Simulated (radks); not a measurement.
The table gives one normalised radial function P(r) = r R(r) (large component) of Ba+ in [Xe] 7s1 (r in bohr). Method: Dirac Kohn-Sham, LDA (Slater exchange, Perdew-Wang correlation), spin-unpolarised, spherical densities, finite nucleus; Fermi nuclear charge, rms radius 4.8378 fm; computed with a radial shooting solver on a logarithmic mesh with Libxc functionals.

r	P
0.003305	0.0001
0.005384	0.0004
0.008771	0.0016
0.01429	0.0063
0.02346	0.0232
0.03822	0.0764
0.06227	0.2154
0.1014	0.4753
0.1653	0.6903
0.2692	0.3554
0.4386	-0.6633
0.7202	-1.2311
1.173	-0.7002
1.911	-0.1416
3.113	-0.0074
5.072	0.0000
8.262	0.0000
13.46	0.0000
22.1	0.0000

Which n and l does it have? It may be an empty orbital.

Answer. n = 4, l = 2: the number of nodes gives n - l - 1 = 1, the rise at small r points to l (this Dirac orbital starts outside the nucleus as r^gamma with gamma = sqrt((l + 1)^2 - (Z/c)^2) = 2.97; the j = 5/2 orbital of l + 1 starts with the same power, but with a smaller coefficient, and then steepens), and the extent must fit the shell. The curve is that of 4d5/2; the two j differ most near the nucleus, where j = l - 1/2 has the larger amplitude, and in heavy atoms j = l - 1/2 is also the more compact. 4d5/2: eigenvalue -97.319 eV, 1 radial node at r = 0.326 bohr, <r> = 0.805 bohr, 90 % of the charge inside 1.21 bohr.
